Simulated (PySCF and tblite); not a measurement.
## Conformer ensemble of 5,5-difluoro-1,3-dioxane, C₄H₆F₂O₂, numbered as in [F:1][C:2]1([F:3])[CH2:4][O:5][CH2:6][O:7][CH2:8]1

Level: PBE0-D3(BJ)/def2-TZVP (IEF-PCM, chloroform)//PBE0-D3(BJ)/def2-SVP, thermal terms from GFN2-xTB, symmetry numbers and mirror pairs counted. Conformers within 3 kcal/mol (GFN2-xTB free energy) were kept, 8 at most. GIAO shieldings: wB97X-D/pcSseg-1 (IEF-PCM, chloroform). Couplings: B3LYP/pcSseg-1 with pcJ-1 on H, F (gas phase; spin-dipole term only for pairs with B, N, F, Si or P). Couplings are for ¹⁹F, ¹H; a prime marks the second kind of pair between the same two sets of atoms. Shifts are against TMS (¹H), TMS (¹³C), CFCl3 (¹⁹F) at the same level. Programs: PySCF with density fitting and tblite.

The 6-ring runs over atoms 2–4–5–6–7–8. Of a mirror pair one member is shown.

```tsv
conformer	shape	symmetry	E(GFN2) kcal/mol	E(DFT) kcal/mol	G(298.15 K) kcal/mol	weight %	dipole D
1	6-ring chair (F1 axial)	Cs	0.00	0.00	0.00	99.6	2.80
2	6-ring twist-boat (ring torsions 67, -34, -34, 67, -31, -31°)	C2 (pair)	1.08	3.63	3.34	0.4	1.54
```

Weights (%) against temperature:

```json
{"T (K)": "220", "1": "100.0", "2": "0.0", "S(mix) cal/mol/K": "0.01"}
{"T (K)": "260", "1": "99.8", "2": "0.2", "S(mix) cal/mol/K": "0.03"}
{"T (K)": "298.15", "1": "99.6", "2": "0.4", "S(mix) cal/mol/K": "0.05"}
{"T (K)": "340", "1": "99.3", "2": "0.7", "S(mix) cal/mol/K": "0.10"}
{"T (K)": "380", "1": "98.8", "2": "1.2", "S(mix) cal/mol/K": "0.15"}
```

Averaged shifts at 298.15 K. ¹H: 4.76 (H6, 2H), 3.89 (H4/H8, 4H) ppm. ¹³C: 115.6 (C2), 94.1 (C6), 71.8 (C4/C8) ppm. ¹⁹F: -128.4 (F1/F3) ppm.

Averaged couplings (Hz): ³J(F1,H4) 14.9, ³J(F1,H4′) 7.5, ⁵J(F1,H6) 2.2, ²J(H4,H4) -13.3, ⁴J(H4,H6) -0.9, ⁴J(H4,H8) 1.9, ²J(H6,H6) -8.1. Computed couplings to fluorine can be off by tens of per cent at such levels.

Coordinates of conformer 1 (Å):

```xyz
14

F    -1.849    0.048   -1.081
C    -1.151   -0.132    0.063
F    -2.042   -0.438    1.039
C    -0.419    1.150    0.425
O     0.659    1.355   -0.444
C     1.515    0.259   -0.477
O     0.887   -0.893   -0.941
C    -0.170   -1.280   -0.109
H    -0.085    1.067    1.478
H    -1.107    2.002    0.335
H     1.932    0.076    0.541
H     2.324    0.496   -1.179
H     0.189   -1.577    0.897
H    -0.683   -2.136   -0.570
```

Coordinates of conformer 2 (Å):

```xyz
14

F    -1.742    0.329   -1.475
C    -1.191    0.048   -0.268
F    -2.220   -0.170    0.587
C    -0.331    1.223    0.186
O     0.677    0.743    1.033
C     1.597   -0.064    0.358
O     0.995   -0.806   -0.661
C    -0.311   -1.197   -0.336
H    -0.944    1.933    0.757
H     0.073    1.728   -0.710
H     2.047   -0.718    1.129
H     2.387    0.536   -0.131
H    -0.367   -1.718    0.636
H    -0.671   -1.866   -1.128
```

Unscaled ¹⁹F shifts at such levels can be off by tens of ppm; differences between conformers or isomers are more reliable. Shifts are unscaled: against experiment ¹³C can be off by 15 ppm or more and ¹H by 0.8 ppm.

Search and properties took 2.5 min on 1 thread of Intel Xeon Platinum 8488C, shared host (rough), launched as `OMP_NUM_THREADS=1 python ens_run.py task.json out`.
